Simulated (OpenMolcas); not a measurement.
# Er3+: effect of the active space

```json
{"Program": "OpenMolcas", "Method": "SS-CASPT2 or its RAS form, IPEA 0.25 Eh, imaginary shift 0.1 Eh", "Basis": "ANO-RCC-VTZP", "Scalar Hamiltonian": "DKH2, point nucleus", "Spin-orbit coupling": "state interaction with AMFI integrals over the reference wave functions, term energies averaged over their components"}
```

A. 11 electrons in 7 orbitals (4f); 2S+1 = 4 odd, 35 roots; 2S+1 = 2 odd, 112 roots (96 in the spin-orbit step); closed shells correlated: 5s 5p; CASPT2 step about 70 core-seconds
B. 11 electrons in 12 orbitals (RAS2 4f; RAS3 5d, at most 1 electron); 2S+1 = 4 odd, 35 roots; 2S+1 = 2 odd, 112 roots (96 in the spin-orbit step); 2S+1 = 6 even, 175 roots (96 in the spin-orbit step); 2S+1 = 4 even, 117 roots kept (CI in the orbitals of an earlier block, 65 in the spin-orbit step); 2S+1 = 2 even, 124 roots kept (CI in the orbitals of an earlier block, 0 in the spin-orbit step); closed shells correlated: 5s 5p; CASPT2 step roughly 6 core-minutes

Energies in cm-1 above 4f11 4I* 15/2, the measured ground level; measured values from the list in Tchang-Brillet, Wyart, Meftah and Ait Mammar, Atoms 6, 52 (2018).

| Level | A | B | Measured |
| --- | --- | --- | --- |
| 4f11 4I* 15/2 | 0.0 | 0.0 | 0.0 |
| 4f11 4I* 13/2 | 6620 | 6620 | 6508 |
| 4f11 4I* 11/2 | 10320 | 10300 | 10172 |
| 4f11 4I* 9/2 [56 %] | 12610 | 12550 | 12469 |
| 4f11 4F* 9/2 [60 %] | 16130 | 15970 | 15405 |
| 4f11 4S* 3/2 [70 %] | 19790 | 19590 |  |
| 4f11 2H* 11/2(1) [60 %] | 20210 | 20100 | 19332 |
| 4f11 4F* 7/2 | 21700 | 21480 |  |
| 4f11 4F* 5/2 | 23570 | 23350 |  |
| 4f11 4F* 3/2 [64 %] | 23840 | 23640 |  |
| 4f11 4G* 11/2 [74 %] | 28410 | 28290 | 26708 |
| 4f11 2G* 7/2 [63 %] | 29640 | 29540 |  |
| 4f11 2K* 15/2 | 29680 | 29530 |  |
| 4f11 4G* 9/2 | 29810 | 29690 | 27767 |
| 4f11 2K* 13/2 | 35120 | 34980 |  |
| 4f11 2P* 1/2 | 35500 | 35420 |  |
| 4f11 4G* 5/2 | 36270 | 36160 |  |
| 4f11 4G* 7/2 [69 %] | 36280 | 36160 |  |
| 4f11 2D* 5/2(1) [74 %] | 37460 | 37360 |  |
| 4f11 4D* 5/2 [50 %] | 42470 | 42370 |  |
| 4f11 4D* 7/2 | 44250 | 44120 |  |
| 4f11 2I* 11/2 [68 %] | 44890 | 44760 |  |
| 4f11 2L* 17/2 | 46200 | 45910 |  |
| 4f11 4D* 3/2 [72 %] | 47240 | 47130 |  |

Deviations, from unrounded energies. A percentage is the sum of absolute deviations over the sum of measured energies, with the sign that they share, or ± where signs differ.

```tsv
Against measurement	Levels	A	B
mean absolute deviation (cm-1)	7	820	740
fine structure of the ground term (%)	3	+1.4	+1.1
other terms of the ground configuration (%)	4	+6.0	+5.4
```

B lies closest to measurement on these levels. The largest miss of B in the table is 4f11 4G* 9/2, by +1900 cm-1. The ranking rests on the paired levels alone, and a cruder setting can come out closer through cancelling errors.

The two smallest mean deviations differ by little beside CASPT2's spread within terms, so their order carries little weight.

Between A and B the level of the table that moves most is 4f11 2L* 17/2, by 290 cm-1 (lowest in B, highest in A). Moves below CASPT2's spread within the term are not significant.

CASPT2 does not keep the components of a term degenerate, so their means are used; among the terms shown or strongly mixed into the levels shown the widest spread is 600 cm-1 (4f11 2L*, A). High states are left out of the spin-orbit mixing, which shifts the levels that they would mix with. The CASPT2 spread within a term exceeds the gap to the next term for 4f11 2H*(2) and 4f11 2D*(2), so the order of their levels is uncertain (holds for A). Each CASPT2 term energy is a mean over a sample of three components (holds for B). Measured partners are found by configuration, term and J. A level has none where our copy of the source lacks it or the pairing is in doubt (some pairs that miss far off the trend of their configuration count as doubtful), and it then counts in no deviation. Only configurations of the active space appear. Levels that lie high or do not pair safely by name in every column are left out.

A share in square brackets marks a mixed level and gives the weight of the term that names it, the lowest over the columns. A number in round brackets counts repeated terms of one configuration in the order of the reference energies. * marks odd parity.
